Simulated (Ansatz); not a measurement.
C$_{3}$H$_{3}$ (SMILES C#C[CH2-]), charge -1, singlet, at a GFN2-xTB geometry (a gas-phase anion, which may not be bound at this level). Base run: R2SCAN/6-31G* run with Ansatz (a first-principles code).

Here is a job for Ansatz.
Ansatz 0.2 input:
```yaml
crystal:
  periodic: [false, false, false]
  atoms:
    - {symbol: C, position_ang: [-0.00058846, -0.06735310, 0.13145175]}
    - {symbol: C, position_ang: [0.01272709, 0.42165409, 1.28692893]}
    - {symbol: C, position_ang: [-0.00916618, -0.23508926, -1.20054090]}
    - {symbol: H, position_ang: [0.00817204, -0.08669387, 2.25254432]}
    - {symbol: H, position_ang: [0.90933867, -0.33006222, -1.78374476]}
    - {symbol: H, position_ang: [-0.93534543, -0.29851433, -1.77583821]}
basis:
  gaussian:
    orbitals: 6-31G*
hamiltonian:
  xc: r2scan
total_charge: -1
```

Variants of this job, named by their change:

| change | ΔE vs base (mEh) |
|---|---|
| base | 0.000 |
| accuracy = high | 0.002 |
| lower_state_search = light | 0.000 |
| fitting.mean_field = def2-universal-JKFIT | -0.036 |
| fitting.mean_field = cc-pVTZ-JKFIT | -0.045 |
| point_charge = charge:0.5 position_ang:-3.6235, 3.2089, 2.1581 | -52.809 |
| final_grid = 14, 28, 59 | 0.004 |
| forces = on | 0.000 |
| nuclear_model = gaussian | 0.010 |
| final_grid = 6, 12, 29 | (withheld) |
| point_charge = charge:-1.0 position_ang:-0.3521, 1.0246, 5.1236 | 105.1 |

### Question
Fill in the missing entries.

### Answer

- final_grid = 6, 12, 29, ΔE vs base (mEh): 0.493

A gas-phase anion may not be bound at this level; its values then depend on the basis.
